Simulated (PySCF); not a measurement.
**Static response to an electric field**

Species: C₃H₁₂Si₃.
Geometry (PBE0-D3(BJ)/def2-SVP, Å), atoms numbered from 1 in this order:
```
atom  x, y, z in Å
Si1    1.4895    2.2771   -0.0234
Si2    0.6030    0.2572   -0.8216
Si3    2.3098   -1.3339   -1.0632
C4    -0.7334   -0.3786    0.3293
C5    -2.1503    0.1291    0.2114
C6    -1.8319   -1.2721   -0.1946
H7     2.0974    2.0639    1.3282
H8     0.4210    3.3178    0.0999
H9     2.5537    2.7917   -0.9409
H10   -0.0192    0.5032   -2.1659
H11    3.3787   -0.8326   -1.9827
H12    2.9306   -1.6180    0.2693
H13    1.7695   -2.6165   -1.6138
H14   -0.3945   -0.5975    1.3486
H15   -2.7117    0.2869    1.1365
H16   -2.3762    0.8573   -0.5740
H17   -2.1717   -2.0891    0.4480
H18   -1.8371   -1.5159   -1.2617
```

Level: CAM-B3LYP/def2-SVPD (PySCF), static field, nuclei fixed, core orbitals frozen in the response. The polarisability tensor in these axes (au):

```
x   134.09   1.05  -5.49
y     1.05 134.47   7.76
z    -5.49   7.76 105.18
```

**Question.** Give the principal values, the mean and the anisotropy Δα = √{½[(α1 − α2)² + (α2 − α3)² + (α1 − α3)²]}.

**Answer.** Principal values 102.27, 135.00 and 136.46 au; mean 124.58 au = 18.46 Å³ = 20.54 × 10⁻⁴⁰ C²·m²/J; Δα = 33.49 au (27 % of the mean).

**Question.** What is the dipole moment, and where does it point?

**Answer.** (-0.96, -0.34, 0.41) D, 1.09 D in size, pointing from the negative to the positive side. Measured along this direction, the outermost atoms are H9 and H11 at the negative end and H17 and H15 at the positive end.

**Question.** What molar refraction does this α imply?

**Answer.** Lorentz–Lorenz: R = (4π/3)N_A α = 2.5225 cm³/(mol·Å³) × 18.46 Å³ = 46.6 cm³/mol, in the limit of long wavelengths.

**Question.** Rayleigh depolarisation ratio (linearly polarised light, static tensor)?

**Answer.** ρ = 3Δα²/(45ᾱ² + 4Δα²) = 3364.3/(698380 + 4485.8) = 0.00479.

**Question.** Give the principal axes and the span of the nuclei along them.

**Answer.** Largest value along (-0.21, 0.94, 0.27), where the nuclei span 6.32 Å; middle along (0.96, 0.25, -0.11), 5.94 Å; least along (0.17, -0.24, 0.96), 3.56 Å. The response follows the extents in order.

**Question.** Orientational against electronic polarisability at 298 K (dilute gas, rigid molecules)?

**Answer.** In Gaussian units μ²/3kT = 9.69 Å³ against 18.46 Å³, a ratio of 0.52; the Debye molar polarisation (4π/3)N_A(α + μ²/3kT) is 71.0 cm³/mol, leaving out the vibrational part.

**Question.** Sum over states: ᾱ = Σ f/ω², ω in Eh. What share falls to these 6 lowest TDDFT singlets (eV, f)? 6.54, 0.0373; 6.69, 0.1314; 7.21, 0.0558; 7.24, 0.0187; 7.34, 0.0314; 7.40, 0.0994.

**Answer.** They add up to 5.66 au, 4.5 % of the 124.58 au; the largest single term is 2.18 au, from the state at 6.69 eV. Terms in order: 0.65, 2.18, 0.79, 0.26, 0.43, 1.34 au. Higher excitations give the rest. The strengths listed sum to 0.374.

One conformer (not necessarily the lowest) at the PBE0-D3(BJ)/def2-SVP geometry, without solvent, vibrations or thermal averaging.
